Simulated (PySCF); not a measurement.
C3H6Cl, SMILES C[C](Cl)C, multiplicity 2.

Geometry: PBE0-D3(BJ)/def2-SVP. The isomer is the one that the SMILES or the coordinates give; other isomers of the formula were not compared.

All values below come from TDA-PBE/def2-SVPD run with PySCF 2.14.0.

Vertical excitations. 

```json
[
 {"state": "root 1", "energy (eV)": "4.14", "λ (nm)": "300", "f": "0.007", "main pairs": "α HOMO→LUMO 97 %"},
 {"state": "root 2", "energy (eV)": "4.24", "λ (nm)": "292", "f": "0.007", "main pairs": "α HOMO→LUMO+1 97 %"},
 {"state": "root 3", "energy (eV)": "4.80", "λ (nm)": "258", "f": "0.000", "main pairs": "β HOMO→LUMO 100 %"},
 {"state": "root 4", "energy (eV)": "5.14", "λ (nm)": "241", "f": "0.003", "main pairs": "α HOMO→LUMO+2 100 %"},
 {"state": "root 5", "energy (eV)": "5.58", "λ (nm)": "222", "f": "0.003", "main pairs": "α HOMO→LUMO+3 93 %, β HOMO−1→LUMO 6 %"},
 {"state": "root 6", "energy (eV)": "5.68", "λ (nm)": "218", "f": "0.054", "main pairs": "α HOMO→LUMO+4 22 %, α HOMO→LUMO+3 7 %, β HOMO−1→LUMO 69 %"},
 {"state": "root 7", "energy (eV)": "5.79", "λ (nm)": "214", "f": "0.024", "main pairs": "α HOMO→LUMO+4 76 %, β HOMO−1→LUMO 22 %"},
 {"state": "root 8", "energy (eV)": "6.09", "λ (nm)": "204", "f": "0.004", "main pairs": "α HOMO→LUMO+6 100 %"},
 {"state": "root 9", "energy (eV)": "6.11", "λ (nm)": "203", "f": "0.005", "main pairs": "α HOMO→LUMO+5 98 %"},
 {"state": "root 10", "energy (eV)": "6.43", "λ (nm)": "193", "f": "0.004", "main pairs": "α HOMO→LUMO+7 99 %"}
]
```
Unrestricted roots are not spin-pure.
